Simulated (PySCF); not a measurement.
# Boron: a sound run and one with changed settings

Sound run: B⁺ [He] 2s2, B²⁺ [He] 2s1. Calculation: PySCF 2.14, in cc-pVDZ-DK (3s2p1d, 14 functions); the spin-free X2C one-electron Hamiltonian (Gaussian nucleus). In the sound run the correlated levels freeze 1s2. The sound run starts from symmetry-adapted Hartree-Fock orbitals and uses a fine grid where one is needed.

Changed run: initial guess atom, at most 50 SCF cycles.

| species | method | sound run (hartree) | changed run (hartree) | converged |
| --- | --- | --- | --- | --- |
| B⁺ | UHF | -24.24139 | -24.24139 | yes |
| B⁺ | LDA | -24.03838 | -24.03838 | yes |
| B⁺ | CCSD(T) | -24.29990 | -24.29990 | yes |
| B²⁺ | BP86 | -23.42322 | -23.42322 | yes |

Here the plain start reaches the same solutions.
